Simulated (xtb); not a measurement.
A run for xtb: GFN-FF on H6Sb2 (a complex), monomers drawn apart or pushed together.

```
$ xtb mol.xyz --gfnff --sp --chrg 0 --uhf 0
8

Sb     0.34508430    -0.32204885    -0.42015014
H      1.60686462    -0.27148723     0.73822168
H     -0.44804208    -1.56964885     0.44635451
H     -0.53277616     0.87792945     0.43116920
Sb    -0.37781415    -0.10000639     3.44629226
H      0.02854190     1.50483245     3.00680803
H     -1.01645638     0.43030410     4.94958476
H     -1.91308148     0.03430887     2.69939756
```

Task: What total energy does the run end on?

Result: -0.4614 hartree.
